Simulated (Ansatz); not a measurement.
Total energies of `C[Si](C)(C)C#Cc1ccc(-c2ccc(-c3ccc(-c4ccc(C#C[Si](C)(C)C)cc4)cc3)cc2)cc1` from Ansatz at PBE-D4/def2-SVP, gas phase (1 Eh = 27.2114 eV = 2625.5 kJ/mol). The reference geometry is relaxed at PBE-D4/def2-SVP.

```
                 state   geometry  energy (Eh)
      charge 0 singlet  reference  -1892.04160
      charge 1 doublet  reference  -1891.80089
     charge -1 doublet  reference  -1892.08761
 free C atom (triplet)          –    -37.75124
free Si atom (triplet)          –   -289.12416
 free H atom (doublet)          –     -0.49863
```

Single mean-field runs in def2-SVP are fitted with def2-universal-jkfit.

Q: Work out the vertical ionisation energy to the doublet.

A: E(charge 1 doublet) − E(charge 0 singlet) = -1891.80089 − (-1892.04160) = 0.24071 Eh = 6.55 eV. For comparison, −ε of the highest occupied level is 5.17 eV at this level, 1.38 eV less.

Q: Work out the vertical electron affinity, to the doublet.

A: E(charge 0 singlet) − E(charge -1 doublet) = -1892.04160 − (-1892.08761) = 0.04601 Eh = 1.25 eV. The basis lacks diffuse functions, which makes affinities too small.

Q: Give the fundamental gap IE − EA, the Mulliken electronegativity (IE + EA)/2 and the hardness (IE − EA)/2.

A: From the values in Eh: IE − EA = 0.24071 − 0.04601 = 0.19470 Eh = 5.30 eV; (IE + EA)/2 = 3.90 eV; (IE − EA)/2 = 2.65 eV. The HOMO–LUMO gap of the same run is 2.62 eV, 2.68 eV smaller than the fundamental gap.

Q: What is the binding energy per atom against free atoms?

A: Atoms: 34 × (-37.75124) + 2 × (-289.12416) + 34 × (-0.49863) = -1878.74390 Eh. Binding: -1878.74390 − (-1892.04160) = 13.29770 Eh = 361.85 eV, or 5.17 eV for each of 70 atoms (no zero-point energy, no counterpoise term).

At PBE-D4/def2-SVP the highest occupied level of the charge -1 doublet lies above zero (up to 0.13 eV). By energy differences its removal costs 1.25 eV (vertical, to the charge 0 singlet, at PBE-D4/def2-SVP); self-interaction error and the lack of diffuse functions both raise the level.
